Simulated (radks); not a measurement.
Values are calculated unless marked as measured or tabulated.
Be2+, configuration [He]. Level of theory: scalar-relativistic Kohn-Sham, LDA (Slater exchange, VWN5 correlation), spin-unpolarised, spherical densities, point nucleus (a radial shooting solver on a logarithmic mesh with Libxc functionals).

X-ray form factor f0, the Fourier transform of the density (f0(0) = 2):

sin(theta)/lambda (1/angstrom)  f0 (electrons)
0.05                                     1.991
0.1                                      1.965
0.15                                     1.923
0.2                                      1.866
0.25                                     1.797
0.3                                      1.717
0.4                                      1.539
0.5                                      1.349
0.6                                      1.163
0.8                                      0.837
1                                        0.591
1.25                                     0.381
1.5                                      0.250
2                                        0.114
